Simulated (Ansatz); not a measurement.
AlCl₃, relaxed as a triplet with UKS B3LYP-D4/def2-TZVP in Ansatz, starting from the B3LYP-D4/def2-TZVP geometry of the neutral singlet. Force threshold 0.02 eV/Å.

In the triplet, Cl2 and Cl4 lie 2.68 Å apart (atoms count from 1), so these atoms are partly bonded to each other. At B3LYP-D4/def2-TZVP a singlet of charge 0 lies 3.99 eV below the triplet, each at its own geometry. The structure comes from a short search, and lower isomers may exist.

Start:

Cartesian coordinates in Å:
```
Al 0.000 0.000 0.000
Cl -0.162 -1.591 1.327
Cl 1.629 1.285 0.112
Cl -1.467 0.306 -1.439
```

| step | energy (eV) | largest force component (eV/Å) | SCF passes |
| --- | --- | --- | --- |
| 1 | -44167.8853 | 2.333 | 20 |
| 2 | -44168.5177 | 0.811 | 20 |
| 3 | -44168.6324 | 0.191 | 23 |
| 4 | -44168.7060 | 0.827 | 32 |
| 5 | -44169.0388 | 1.057 | 31 |
| 6 | -44169.3609 | 0.746 | 31 |
| 7 | -44169.6882 | 0.377 | 28 |
| 8 | -44169.7264 | 0.122 | 24 |
| 9 | -44169.7349 | 0.024 | 24 |
| 10 | -44169.7351 | 0.003 | 32 |
| 11 | -44169.7351 | 0.004 | 22 |
| 12 | -44169.7351 | 0.008 | 23 |
| 13 | -44169.7352 | 0.013 | 24 |
| 14 | -44169.7353 | 0.019 | 28 |
| 15 | -44169.7360 | 0.031 | 32 |
| 16 | -44169.7387 | 0.063 | 36 |
| 17 | -44169.7500 | 0.123 | 35 |
| 18 | -44169.8041 | 0.363 | 42 |
| 19 | -44169.9998 | 0.674 | 37 |
| 20 | -44170.0606 | 0.263 | 23 |
| 21 | -44170.0664 | 0.064 | 25 |
| 22 | -44170.0669 | 0.020 | 24 |
| 23 | -44170.0670 | 0.008 | 18 |

Force components are those of the run's own axes.

End:

```xyz
4

Al   -0.181    0.636    0.518
Cl   -0.321   -1.648    0.761
Cl    1.788    1.247    0.023
Cl   -1.285   -0.234   -1.302
```

By distances, no bond broke or formed. The bond that changes most is Al1–Cl2, from 2.08 to 2.30 Å (atoms count from 1).

The force fell under the threshold at step 10, but the optimiser went on and released 0.332 eV more. No frequencies were taken in this run, so the end may be a saddle point.

It took 94 s on 2 threads of Arm Neoverse V2 on a shared host.
